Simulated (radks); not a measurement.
Hg23+, configuration [Ar] 3d10 4s2 4p5.75 4d10 4f11 5s0.25 (fractional occupations, a model configuration). Calculated with a radial shooting solver on a logarithmic mesh with Libxc functionals: scalar-relativistic Kohn-Sham, Wu-Cohen GGA, spin-polarised, spherical densities, finite nucleus; open shells are filled with parallel spins first (spin-orbit coupling, left out, can overturn this in heavy ions); Fermi nuclear charge, rms radius 5.4648 fm. Some entries of the table are withheld. Estimate them.

orbital  occ.  eigenvalue (hartree)  r(max) (bohr)
1s up       1             -3078.914        0.01023
1s down     1             -3078.904        0.01023
2s up       1             -565.1894        0.05915
2s down     1             -565.1793        0.05916
2p up       3             -490.8986        0.04905
2p down     3             -490.8872        0.04905
3s up       1             -151.9104         0.1667
3s down     1             -151.7982         0.1667
3p up       3             -130.4208         0.1662
3p down     3             -130.3063         0.1662
3d up       5             -107.7850         0.1353
3d down     5             -107.6952         0.1353
4s up       1             -50.73815         0.3729
4s down     1             -50.54976         0.3730
4p up       3             -43.53679         0.3915
4p down  2.75             -43.35552         0.3916
4d up       5             -35.02055         0.3954
4d down     5             -34.84258         0.3956
4f up       7             -25.62211         0.3502
4f down     4             -25.43416         0.3506
5s up    0.25             -23.49479            (1)
5s down     0             -23.37943            (2)
5p up       0             -20.89047         0.8095
5p down     0             -20.78582         0.8115
6s up       0                   (3)          1.319
6s down     0                   (4)          1.322

Answer. 
(1) 5s up r(max) (bohr): 0.7544
(2) 5s down r(max) (bohr): 0.7554
(3) 6s up eigenvalue (hartree): -13.78103
(4) 6s down eigenvalue (hartree): -13.70426
